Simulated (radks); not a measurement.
Lu+, configuration [Xe] 4f14 6s2.

Method: scalar-relativistic Kohn-Sham, PBE, spin-unpolarised, spherical densities, point nucleus; computed with a radial shooting solver on a logarithmic mesh with Libxc functionals.

Energy parts (hartree):
| part | energy |
|---|---|
| total | -14563.1513 |
| kinetic | 15915.3702 |
| electron-nucleus | -35867.7419 |
| Hartree | 5689.1135 |
| exchange-correlation | -299.8931 |

Orbitals (lengths in bohr, moments of r in powers of bohr; <r^-3> diverges for s and p1/2; r(max) is where P^2 peaks; r(90%) holds 90 % of the orbital's charge):
| orbital | occ. | eigenvalue (hartree) | r(max) | <r^-3> | <r^2> | r(90%) |
|---|---|---|---|---|---|---|
| 1s | 2 | -2324.592 | 0.01213 | - | 0.0005119 | 0.0351 |
| 2s | 2 | -395.9676 | 0.06930 | - | 0.007917 | 0.127 |
| 2p | 6 | -348.3527 | 0.05660 | 16860 | 0.006494 | 0.119 |
| 3s | 2 | -89.98503 | 0.1957 | - | 0.05167 | 0.312 |
| 3p | 6 | -75.69903 | 0.1931 | 3699 | 0.05225 | 0.318 |
| 3d | 10 | -58.56143 | 0.1574 | 483.5 | 0.04344 | 0.299 |
| 4s | 2 | -18.17337 | 0.4461 | - | 0.2579 | 0.687 |
| 4p | 6 | -13.48714 | 0.4671 | 843.0 | 0.2936 | 0.739 |
| 4d | 10 | -7.37769 | 0.4809 | 93.05 | 0.3482 | 0.823 |
| 4f | 14 | -0.67888 | 0.4688 | 13.90 | 0.6890 | 1.24 |
| 5s | 2 | -2.57138 | 1.043 | - | 1.537 | 1.69 |
| 5p | 6 | -1.48523 | 1.193 | 107.4 | 2.180 | 2.04 |
| 6s | 2 | -0.40611 | 2.867 | - | 11.99 | 4.74 |

The highest occupied level is 6s at -11.051 eV. The density falls to 0.001 e/bohr^3 at r = 4.63 bohr.
